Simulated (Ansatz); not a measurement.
Isomers of TiO3H2 (singlet), relaxed with PBE0-D4/def2-SVP; total energies from Ansatz at CCSD(T)/def2-TZVPP.

```
isomer                                                                                         description  energy (Eh)
     A            point group Cs; 3 × O–Ti 1.77 to 1.78 Å; 1 × O–O 1.44 Å; 1 × H–O 0.96 Å; 1 × H–Ti 1.71 Å  -1075.44372
     B  point group not assigned; 3 × O–Ti 1.58 to 2.05 Å; 1 × O–O 1.44 Å; 1 × H–Ti 1.74 Å; 1 × H–O 0.97 Å  -1075.41900
     C                            point group Cs; 3 × O–Ti 1.79 to 2.23 Å; 2 × O–O 1.46 Å; 2 × H–Ti 1.69 Å  -1075.26839
```

Correlated methods freeze 8 core orbitals; core or outer-core shells of Ti are correlated, in sets that lack core-valence functions.

A: The test of the restricted singlet for broken spin symmetry was undecided. B: The test of the restricted singlet for broken spin symmetry was undecided. C: The test of the restricted singlet for broken spin symmetry was undecided.

The isomers come from a short search, and lower ones may exist.

Problem. Work out the relative energies (1 Eh = 2625.5 kJ/mol) and the Boltzmann populations at 1200 K from electronic energies alone (R = 8.314 J/mol/K).

Solution. ΔE: A 0.0, B 64.9, C 460.3 kJ/mol. RT = 9.98 kJ/mol. Factors exp(−ΔE/RT): A 1, B 0.0015, C 9.32e-21; sum 1.002. Populations: A 99.9 %, B 0.1 %, C 0.0 %. Zero-point energy, vibrational entropy and symmetry numbers are left out and can shift these; an error of 4 kJ/mol changes a ratio by a factor of 1.5. Over the other density-functional and correlated levels in def2 sets, the gap between A and B ranges from 72 to 87 kJ/mol.
